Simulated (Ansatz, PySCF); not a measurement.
The pair A = HBr (SMILES Br) (first 2 atoms), B = H4OSi (SMILES O[SiH3]); geometry from B3LYP-D3(BJ)/def2-TZVP.
(charge 0, multiplicity 1):
```xyz
8

Br    -0.4673    -1.3769    -0.0963
H      0.4134    -0.3081     0.2541
O     -1.0393    -0.1138     3.1866
Si     0.5604     0.2226     3.3875
H     -1.2865    -0.7018     2.4654
H      1.3441    -0.9702     3.7891
H      0.6422     1.2615     4.4316
H      1.1627     0.7422     2.1271
```

Frozen-core correlation. Filled d and f shells under p-block atoms count as core. CBS(a, b) extrapolates the correlation energy as X⁻³ and adds the Hartree–Fock energy of set b.

The values were computed with Ansatz (Gaussian orbitals); PySCF for the dispersion terms. 

The monomers are drawn apart, rigid, along the line of their centres of mass. Counterpoise-corrected interaction energies (kcal/mol):

| level | R = 4.838 Å | R = 5.948 Å |
|---|---|---|
| PBE/def2-TZVPPD | -0.8104 | -0.2004 |
| PBE-D3(BJ)/def2-TZVPPD | -1.2900 | -0.3455 |
| wB97M-V/def2-TZVPPD | -0.9787 | -0.2797 |
| CCSD(T)/CBS(def2-SVPD, def2-TZVPPD) | -0.9520 | -0.2649 |

Question: R is the distance of the centres of mass. Find the local exponent m of E ∝ R⁻ᵐ between the two points.

Answer: 
m = ln(E₁/E₂)/ln(R₂/R₁): PBE/def2-TZVPPD 6.8; PBE-D3(BJ)/def2-TZVPPD 6.4; wB97M-V/def2-TZVPPD 6.1; CCSD(T)/CBS(def2-SVPD, def2-TZVPPD) 6.2. For scale, two fixed dipoles give m = 3, dipole and quadrupole 4, quadrupoles 5, and dispersion or dipole-induced dipole 6 at long range; at these distances several terms mix, and what is left of overlap and damping shifts m, so it need not match one of them.

Ansatz is a program for electronic structure.
